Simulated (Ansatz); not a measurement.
Reactions of CHI$_{3}$ (`IC(I)I`).

Isolated molecules relaxed with PBE0-D4/def2-TZVP in Ansatz; ΔE leaves out vibrations. CCSD(T)/CBS adds triple-zeta CCSD(T) − MP2 to the extrapolated MP2 energy (def2 sets, frozen cores). This one scheme is used for every species, atoms too. Open shells (•) are unrestricted, without spin–orbit coupling. Spin–orbit coupling would lower the free atoms: a little for C; strongly for I. Elements past krypton have def2 core potentials. For Br, I outer-core shells are correlated without core-valence functions, so the limit isn't a true one: a few kJ/mol of doubt a bond, and 10 to 20 or more in all where bonds break to atoms. Scalar relativity is left out up to krypton.

Task: Order these by ΔE at CCSD(T)/CBS, lowest first. (Best estimate.)
A. `IC(I)I` → C• + H• + 3 I•
B. `IC(I)I` + HBr → `BrC(I)I` + HI
C. `IC(I)I` + H₂ → `ICI` + HI
D. `IC(I)I` → `I[CH]I`• + I•

Result: C (-19.1 kcal/mol), B (+3.9 kcal/mol), D (+57.3 kcal/mol), A (+282.6 kcal/mol).

Largest T1 diagnostic: 0.016, for `I[CH]I`•.
